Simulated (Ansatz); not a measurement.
The same molecule with X = B, Al, Ga, In. Ansatz, PBE0-D4/def2-TZVP geometries, multiplicity 1.

Elements past krypton have def2 core potentials. Scalar relativity is left out up to krypton.

```json
{"X": "B", "molecule": "`BSC`", "mean X–H bond length / Å": "1.193", "mean X–S bond length / Å": "1.749", "HOMO–LUMO gap (ωB97M-V/def2-TZVPP) / eV": "10.90", "HOMO–LUMO gap (B3LYP/def2-TZVPP) / eV": "6.36", "size of the dipole moment (PBE/def2-TZVPP) / D": "1.80"}
{"X": "Al", "molecule": "`C[S][AlH2]`", "mean X–H bond length / Å": "1.582", "mean X–S bond length / Å": "2.168", "HOMO–LUMO gap (ωB97M-V/def2-TZVPP) / eV": "9.72", "HOMO–LUMO gap (B3LYP/def2-TZVPP) / eV": "5.51", "size of the dipole moment (PBE/def2-TZVPP) / D": "1.43"}
{"X": "In", "molecule": "`C[S][InH2]`", "mean X–H bond length / Å": "1.714", "mean X–S bond length / Å": "2.375", "HOMO–LUMO gap (ωB97M-V/def2-TZVPP) / eV": "8.87", "HOMO–LUMO gap (B3LYP/def2-TZVPP) / eV": "4.80", "size of the dipole moment (PBE/def2-TZVPP) / D": "1.38"}
```

Q: Give the row for X = Ga, `C[S][GaH2]`. (Best estimate.)

A: The calculation gave: 
| X | molecule | mean X–H bond length / Å | mean X–S bond length / Å | HOMO–LUMO gap (ωB97M-V/def2-TZVPP) / eV | HOMO–LUMO gap (B3LYP/def2-TZVPP) / eV | size of the dipole moment (PBE/def2-TZVPP) / D |
| --- | --- | --- | --- | --- | --- | --- |
| Ga | `C[S][GaH2]` | 1.562 | 2.184 | 9.60 | 5.29 | 1.37 |

From B to In the mean X–H bond length isn't monotonic: highest at In, lowest at B; the mean X–S bond length rises at each step, by 0.626 Å in all; the HOMO–LUMO gap (ωB97M-V/def2-TZVPP) falls at each step, by 2.03 eV in all; the HOMO–LUMO gap (B3LYP/def2-TZVPP) falls at each step, by 1.56 eV in all. Bonds lengthen as the atom grows down the group. Dipoles are sizes alone, and their direction can turn along the series.

B3LYP here is the variant with VWN-RPA as its local correlation; programs differ in this.
